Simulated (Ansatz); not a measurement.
`N[SiH2][SiH](O)F` + `[NH2][GeH2][OH]` → `[OH][GeH2][NH][SiH](O)F` + `N[SiH3]`  (cleavage of the Si–Si bond)

Calculated with Ansatz (gas phase, PBE0-D4/def2-TZVP geometries, no zero-point term in ΔE). CBS: MP2 limit from def2 TZ/QZ plus the TZ coupled-cluster correction, frozen cores. This one scheme is used for every species. DFT in def2-TZVPP. B3LYP here is the variant with VWN-RPA as its local correlation; programs differ in this. For Ge outer-core shells are correlated without core-valence functions, which leaves a few kJ/mol of doubt a bond. Scalar relativity is left out up to krypton. Each species was taken in one conformer, which may not be the lowest.

`N[SiH2][SiH](O)F`:

Z-matrix (Å, degrees):
```
Si
Si 1 2.354
N 1 1.742 2 102.5
H 1 1.494 2 113.3 3 -124.8
H 1 1.487 2 111.7 3 113.4
F 2 1.603 1 109.5 3 -122.2
O 2 1.639 1 104.4 3 -3.4
H 2 1.481 1 119.2 3 116.1
H 3 1.010 1 118.0 2 -71.6
H 3 1.009 1 117.8 2 153.6
H 7 0.964 2 113.6 1 -22.5
```

`[NH2][GeH2][OH]`:

Cartesian coordinates in Å:
```
N -0.258 -1.084 0.846
Ge -0.062 0.155 -0.470
O 1.379 1.089 -0.002
H -0.655 -0.768 1.718
H -0.680 -1.957 0.569
H -1.220 1.174 -0.609
H 0.176 -0.617 -1.779
H 1.319 2.007 -0.274
```

`[OH][GeH2][NH][SiH](O)F`:

Z-matrix (Å, degrees):
```
Ge
N 1 1.819
O 1 1.799 2 103.6
H 1 1.536 2 109.1 3 -118.1
H 1 1.538 2 113.2 3 115.3
Si 2 1.714 1 125.4 3 -42.0
H 2 1.009 1 114.8 3 120.8
H 3 0.960 1 113.4 2 158.4
O 6 1.622 2 108.5 1 9.3
F 6 1.597 2 106.9 1 131.8
H 6 1.473 2 115.3 1 -111.7
H 9 0.970 6 114.9 2 30.3
```

`N[SiH3]`:

Cartesian coordinates in Å:
```
N -0.017 -1.008 -0.349
Si 0.061 0.646 0.119
H -0.905 -1.416 -0.591
H 0.571 -1.684 0.111
H -0.685 1.441 -0.891
H -0.516 0.974 1.457
H 1.491 1.046 0.144
```

**Question.** Is it downhill or uphill in electronic energy at CCSD(T)/CBS, and by how much? (Best estimate.)

**Answer.** Computed: Downhill: ΔE = -120.7 kJ/mol.

**Question.** What do these levels give: PBE-D4, B3LYP-D4, ωB97X-V, ωB97M-V, B2PLYP, PBE0, B3LYP, HF/def2-TZVPP, MP2/def2-TZVPP, SCS-MP2/def2-TZVPP, MP2/def2-QZVPP, MP2/CBS(def2)? (Best estimate.)

**Answer.** The calculation gave: PBE-D4 -95.5, B3LYP-D4 -116.4, ωB97X-V -115.7, ωB97M-V -123.1, B2PLYP -120.2, PBE0 -103.5, B3LYP -112.2, HF/def2-TZVPP -133.1, MP2/def2-TZVPP -130.2, SCS-MP2/def2-TZVPP -129.1, MP2/def2-QZVPP -128.9, MP2/CBS(def2) -127.4 kJ/mol.

Largest T1 diagnostic among the species: 0.012.

From PBE to PBE0 (25 % exact exchange), in def2-TZVPP and without D4, ΔE moves by −10.6 kJ/mol. The D4 term adds −4.1 kJ/mol with B3LYP and −2.2 kJ/mol with PBE0; it sums over pairs of atoms, weighted by their polarisabilities, and B3LYP, whose exchange is more repulsive, gets the larger term.
